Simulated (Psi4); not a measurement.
O2Si, singlet, geometry from GFN2-xTB. Base run: R2SCAN/3-21G (Psi4).

Here is a job for Psi4.
```
memory 2 GB

molecule {
0 1
O    -0.00000000   -0.00000000   -1.49108470
Si    0.00000000    0.00000000    0.00000000
O     0.00000000    0.00000000    1.49108470
}

set {
  basis 3-21g
}

energy('r2scan')
print_variables()
```

The base run was repeated with changes; each row names its change, and settings that it needs were set with it.

```csv
change,E (Eh)
base,-437.39992
functional = tpssh,-437.52456
functional = b3lyp,-437.52305
functional = m06-2x,-437.40661
functional = wb97m-v,-437.45704
functional = cam-b3lyp,-437.44988
functional = svwn,-435.92031
functional = b97m-v,-437.38964
functional = x3lyp,-437.43290
functional = pbe,-437.21701
functional = wb97x,-437.44342
functional = pbe0,-437.22409
functional = b3lyp5,-437.40888
```

Absolute energies of different levels of theory aren't comparable as measures of quality.
